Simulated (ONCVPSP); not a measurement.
## Building the ONCV potential for gadolinium (Gd) (PBE, scalar-relativistic).

```
Element                 : gadolinium
Generator               : ONCVPSP 4.0.1
Type                    : optimised norm-conserving Vanderbilt (ONCV)
Functional              : PBE
Relativity              : scalar-relativistic
Frozen core             : [Kr] 4d10
Valence charge          : 18
Reference configuration : 4f7 5s2 5p6 5d2 6s1
Partial waves           : 5s+6s: rc 2.35 bohr, ncon 4, nbas 9, qcut 4.9 1/bohr, 2 projectors; 5p: rc 1.50 bohr, ncon 5, nbas 8, qcut 4.7 1/bohr, 2 projectors, debl 2.1 Ha; 5d: rc 2.25 bohr, ncon 3, nbas 6, qcut 5 1/bohr, 2 projectors, debl 4 Ha; 4f: rc 0.90 bohr, ncon 4, nbas 9, qcut 22.2 1/bohr, 2 projectors, debl 0.7 Ha
Local potential         : polynomial inside 0.75 bohr (lpopt 1, dvloc0 0 Ha)
Core correction         : Teter function, fcfact 2, rcfact 1.05
```

All-electron outer shells of the reference configuration (PBE, scalar-relativistic, ld1.x):

```tsv
shell	level (eV)	outermost node (bohr)	outermost maximum (bohr)
4d	-146.31	0.27	0.56
5s	-48.30	0.65	1.20
5p	-25.93	0.70	1.35
4f	-7.28	–	0.56
6s	-3.67	1.61	3.46
5d	-1.75	0.79	2.02
```

(1) Does the generator finish with these settings?

Results:

(1) No. ONCVPSP 4.0.1 stopped with "sratom123: lschfb convergence ERROR n,l,iter= 4 3 4": the all-electron bound-state solver failed for one shell.
